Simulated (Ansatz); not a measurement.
Reaction (ligand exchange at the Si–C bond): `[SiH3]OC[SiH2]S` + `[SiH3]S` → `[SiH3]S[SiH2]S` + `CO[SiH3]`

Isolated molecules relaxed with PBE0-D4/def2-TZVP in Ansatz; ΔE leaves out vibrations. CCSD(T)/CBS adds triple-zeta CCSD(T) − MP2 to the extrapolated MP2 energy (def2 sets, frozen cores). One conformer a species, not always the lowest.

| level | ΔE (eV) |
| --- | --- |
| MP2/def2-TZVPP | -0.85 |
| CCSD/def2-TZVPP | -0.75 |
| SCS-MP2/def2-QZVPP | -0.83 |
| HF/CBS(def2) | -0.76 |

What does CCSD(T)/CBS give? (Estimate.)

The calculation gave: -0.82 eV. The listed levels differ from it by -0.03, 0.07, -0.01, 0.06 eV.

Largest T1 diagnostic among the species: 0.012.

The D4 term adds −0.05 eV with B3LYP and −0.03 eV with PBE0; it sums over pairs of atoms, weighted by their polarisabilities, and B3LYP, whose exchange is more repulsive, gets the larger term.

B3LYP here is the variant with VWN-RPA as its local correlation; programs differ in this.
